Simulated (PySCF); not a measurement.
SMILES [SiH2]([Si](C)(C)C)OC (C₄H₁₄OSi₂) (GFN2-xTB optimised geometry):

```
21

Si    -0.368    -0.932     0.000
O      1.261    -0.932     0.000
C      2.111    -2.035     0.000
Si    -0.785     1.339     0.000
C     -0.089     2.231    -1.546
C     -2.678     1.599     0.003
C     -0.084     2.232     1.543
H     -0.856    -1.715    -1.153
H     -0.856    -1.715     1.153
H      1.948    -2.651     0.888
H      3.141    -1.675    -0.002
H      1.944    -2.654    -0.885
H      0.987     2.104    -1.618
H     -0.294     3.299    -1.524
H     -0.526     1.834    -2.458
H     -3.137     1.152     0.879
H     -2.935     2.654     0.003
H     -3.141     1.150    -0.871
H     -0.286     3.300     1.520
H      0.992     2.103     1.613
H     -0.520     1.837     2.457
```

Level of theory: PBE0/def2-SVP (PySCF 2.14.0).

What are the frontier orbital energies and the dipole moment?

HOMO-2 -8.37 eV, HOMO-1 -7.81 eV, HOMO -7.52 eV, LUMO 0.31 eV, LUMO+1 0.95 eV; dipole moment 0.38 D.

On the same geometry PBE/def2-SVP in PySCF gives HOMO-2 -7.05 eV, HOMO-1 -6.27 eV, HOMO -6.24 eV, LUMO -0.53 eV, LUMO+1 0.13 eV; dipole moment 0.35 D.

Meta-Löwdin charges at PBE0/def2-SVP: Si1 0.60, O2 -0.61, C3 -0.08, Si4 0.66, C5 -0.54, C6 -0.55, C7 -0.54, H8 -0.12, H9 -0.12, H10 0.09, H11 0.11, H12 0.09, H13 0.12, H14 0.11, H15 0.11, H16 0.11, H17 0.11, H18 0.11, H19 0.11, H20 0.12, H21 0.11.
